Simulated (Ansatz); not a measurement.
Calculated with Ansatz (gas phase, PBE0-D4/def2-TZVP geometries, no zero-point term in ΔE). CCSD(T)/CBS is the MP2 limit (def2-TZVPP, def2-QZVPP) plus CCSD(T) − MP2 in def2-TZVPP, frozen cores. This one scheme is used for every species. Functionals use def2-TZVPP. One conformer a species, not always the lowest.

`N#C[SiH](F)Cl` + `[SiH3][SiH3]` → `F[SiH](Cl)[SiH2][SiH3]` + `C#N`  (formal exchange of groups at the Si–C bond)

```tsv
level	ΔE (kJ/mol)
PBE-D4	16.1
CCSD(T)/def2-TZVPP	33.5
```

Problem. What does CCSD(T)/CBS give? (Best estimate.)

Solution. The calculation gave: +29.6 kJ/mol. The listed levels differ from it by -13.5, 3.9 kJ/mol.

Largest T1 diagnostic among the species: 0.014.

The D4 term adds −6.0 kJ/mol with B3LYP and −3.6 kJ/mol with PBE0; it sums over pairs of atoms, weighted by their polarisabilities, and B3LYP, whose exchange is more repulsive, gets the larger term. From PBE to PBE0 (25 % exact exchange), in def2-TZVPP and without D4, ΔE moves by +3.3 kJ/mol. In def2-TZVPP, CCSD(T) changes the Hartree–Fock value by −12.3 kJ/mol (the triples alone add −1.4 kJ/mol) and MP2 by −6.7 kJ/mol.

B3LYP here is the variant with VWN-RPA as its local correlation; programs differ in this.
